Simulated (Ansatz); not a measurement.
Compare A (`CB(F)O[SiH3]`) with its isomer B (`B[SiH](F)OC`).

Program: Ansatz. Geometries: PBE0-D4/def2-TZVP. ΔE: electronic, gas phase. CCSD(T)/CBS adds triple-zeta CCSD(T) − MP2 to the extrapolated MP2 energy (def2 sets, frozen cores). DFT in def2-TZVPP. Each species was taken in one conformer, which may not be the lowest.

A:

```xyz
11

C    -0.3367    0.2630    2.0276
B    -0.4498   -0.0714    0.5087
F    -1.5940   -0.5919    0.0374
O     0.5534    0.1364   -0.3722
Si    0.6667   -0.1349   -2.0048
H    -0.5169   -0.6347    2.6269
H    -1.1135    0.9780    2.3155
H     0.6353    0.6749    2.2961
H     0.4910   -1.5784   -2.2984
H     2.0227    0.3028   -2.4077
H    -0.3583    0.6561   -2.7291
```

B:

Z-matrix (Å, degrees):
```
Si
F 1 1.606
O 1 1.631 2 111.3
B 1 2.010 2 109.5 3 115.1
H 1 1.489 2 104.4 3 -117.2
C 3 1.411 1 126.0 2 -77.6
H 4 1.195 1 122.6 2 130.0
H 4 1.195 1 119.7 2 -51.4
H 6 1.091 3 108.6 1 -150.4
H 6 1.096 3 111.6 1 -30.6
H 6 1.093 3 110.3 1 90.5
```

Q: Which isomer does CCSD(T)/CBS put lower? Give the gap. (An estimate is asked.)

A: The calculation gave: A, by 66.0 kcal/mol.

Q: Give E(B) − E(A) in kcal/mol with PBE-D4, r2SCAN-D4, PBE0-D4, CCSD/def2-TZVPP, ωB97M-V, CCSD(T)/def2-SVP, LDA (SPW92). (An estimate is asked.)

A: Computed: PBE-D4 66.1, r2SCAN-D4 68.5, PBE0-D4 66.9, CCSD/def2-TZVPP 66.5, ωB97M-V 67.8, CCSD(T)/def2-SVP 75.7, LDA (SPW92) 70.9. None reverses the order clearly.

Q: Does the order hold for the free energy at 298.15 K (harmonic terms from PBE0-D4)? (Best estimate.)

A: The calculation gave: Yes: G(B) − G(A) = +66.6 kcal/mol, for one conformer each. Modes under 60 cm⁻¹, often nearly free rotors, make the harmonic entropy too high.

Largest T1 diagnostic: 0.012.

From BLYP to BHLYP (50 % exact exchange), in def2-TZVPP and without D4, E(B) − E(A) moves by +1.7 kcal/mol. Leaving LDA and LC-ωPBE aside and taking each functional with its dispersion term where it has one, the values, not all of them listed here, spread over 4.0 kcal/mol, from revPBE-D4 to B97M-V. LDA lies +4.7 kcal/mol from PBE without D4.
